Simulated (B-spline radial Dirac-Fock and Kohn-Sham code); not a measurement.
Z = 83 (bismuth), transition energy 87.8 keV. Calculated with a radial B-spline solver, using a Dirac-Hartree-Slater potential of the neutral atom with a Latter tail (no hole, which puts coefficients of high multipoles low close above an edge), finite nucleus with surface currents. The K shell is not open to conversion at this energy. Subshells that would emit electrons below 1 keV are left out.

**Question.** A pure transition shows α(L) = 8.83, L1/L2 = 0.0365 and L1/L3 = 0.0446. What is its multipolarity?
A. M4
B. M2
C. E1
D. M3
E. E3
F. E4
G. E2
H. M1

**Answer.** G. For comparison, α(L), L1/L2, L1/L3 are E1 0.103, 2.11, 2.08; E3 268, 0.0324, 0.0450; E4 4520, 0.0338, 0.0495; M1 2.17, 9.26, 118; M2 40.9, 9.03, 3.61; M3 830, 7.02, 0.567; M4 14500, 5.61, 0.223.
